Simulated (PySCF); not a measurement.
An unknown is described by computed data only.

Formula: C2H4FNOSi.

- 1H NMR: chemical shifts (computed TMS as zero) by class: 5.18 (1 H), 0.35 (3 H) ppm [GIAO B97-2/pcSseg-2]
- Dipole: 2.54 D [B97-2/pcSseg-2]
- NMR, other nuclei: isotropic shieldings of nuclei other than C and H, by class: 214 (1 N), 198 (1 O), 341 (1 F), 378 (1 Si) ppm [GIAO B97-2/pcSseg-2]
- 13C NMR: chemical shifts (computed TMS as zero) by class: 125.7 (1 C), 0.1 (1 C) ppm [GIAO B97-2/pcSseg-2]
- Rotational structure: rotational constants A, B, C: 6.055, 1.509, 1.293 GHz [PBE0-D3(BJ)/def2-TZVP]

Electronic properties: PySCF, gas phase, density fitting. Levels stand in brackets. Geometry: PBE0-D3(BJ)/def2-TZVP; no solvent, vibrations or thermal averaging. NMR classes are plain means over equivalent atoms (diastereotopic ones count apart unless rotation or inversion swaps them), as if these changed places fast.

Problem. Give a SMILES that accounts for the data.

Solution. Numbering: `[CH3:1][Si@@H:2]([F:3])[N:4]=[C:5]=[O:6]`. Its formula, C2H4FNOSi, gives 2 degrees of unsaturation: 0 rings and 2 π bonds in the structure found. 2 carbons fall into 2 classes; from least to most shielded: isocyanate carbon [C5] (125.7 ppm), Si-methyl carbon [C1] (0.1 ppm). Hydrogen classes from least to most shielded: 1 H on a fluorine-bound silicon, Si2 (5.18 ppm), 3 H on an Si-methyl carbon, C1 (0.35 ppm). The other shieldings belong to: 214 ppm, isocyanate nitrogen [N4]; 198 ppm, oxygen bonded to C [O6]; 341 ppm, silicon-bound fluorine [F3]; 378 ppm, fluorine-bound silicon [Si2]. The optimised geometry has point group C1 and is an asymmetric top. Structure: `C[Si@@H](F)N=C=O` (methylfluoroisocyanate silane). The assignments are read from this structure; whether some other isomer fits the data as well wasn't checked. The mirror image fits equally.
